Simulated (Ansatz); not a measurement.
Geometry optimisation, Ansatz 0.2.0, RKS PBE0-D4/def2-SVP.

input.yaml

```yaml
crystal:
  periodic: [false, false, false]
  atoms:
    - { symbol: Si, position_ang: [0.0, 0.0, 0.0] }
    - { symbol: O, position_ang: [0.0, 0.0, 1.68] }
    - { symbol: H, position_ang: [-0.9095, -0.2814, 2.0171] }
    - { symbol: O, position_ang: [1.5842, 0.0, -0.5594] }
    - { symbol: H, position_ang: [1.9006, -0.9521, -0.6761] }
    - { symbol: O, position_ang: [-0.7913, 1.3709, -0.5594] }
    - { symbol: H, position_ang: [-1.7491, 1.1401, -0.7818] }
    - { symbol: O, position_ang: [-0.7913, -1.3709, -0.5594] }
    - { symbol: H, position_ang: [-1.2459, -1.8365, 0.2129] }
basis:
  gaussian: { orbitals: def2-SVP }
hamiltonian:
  xc: pbe0
  dispersion: d4
relax:
  f_tol: 0.02
  max_steps: 40
```

Run as:

```bash
$ ansatz run input.yaml --threads 2 --pin off --max-ram 3072MiB --backend cpu --events-out ev --progress --plain --runs-dir out
```

Problem. Where does it end, and by what steps?

Solution. It converged. The force dipped under the threshold on the way, but the program's further checks kept it going. After 11 steps the energy has fallen by 0.622 eV; H3 moved furthest, 0.93 Å.

| step | energy less start (eV) | largest force component (eV/Å) | accepted |
| --- | --- | --- | --- |
| 0 | 0.0000 | 2.061 | yes |
| 1 | -0.2827 | 0.978 | yes |
| 2 | -0.3749 | 0.294 | yes |
| 3 | -0.4539 | 0.245 | yes |
| 4 | -0.4900 | 0.266 | yes |
| 5 | -0.5248 | 0.238 | yes |
| 6 | -0.5715 | 0.194 | yes |
| 7 | -0.6107 | 0.177 | yes |
| 8 | -0.6216 | 0.011 | yes |
| 9 | -0.6210 | 0.288 | no |
| 10 | -0.6217 | 0.159 | yes |
| 11 | -0.6222 | 0.003 | yes |

```xyz
9
Properties=species:S:1:pos:R:3
Si -0.221 -0.214 0.087
O -0.266 -0.388 1.725
H -0.355 0.431 2.220
O 1.252 0.128 -0.567
H 1.811 -0.636 -0.738
O -1.193 1.069 -0.266
H -1.020 1.493 -1.112
O -0.678 -1.666 -0.545
H -1.333 -2.148 -0.031
```

Whether the end is a true minimum wasn't checked by a vibrational analysis.

The run took 21 s on 2 threads of Arm Neoverse V2, on a shared host, peak memory 0.19 GiB.
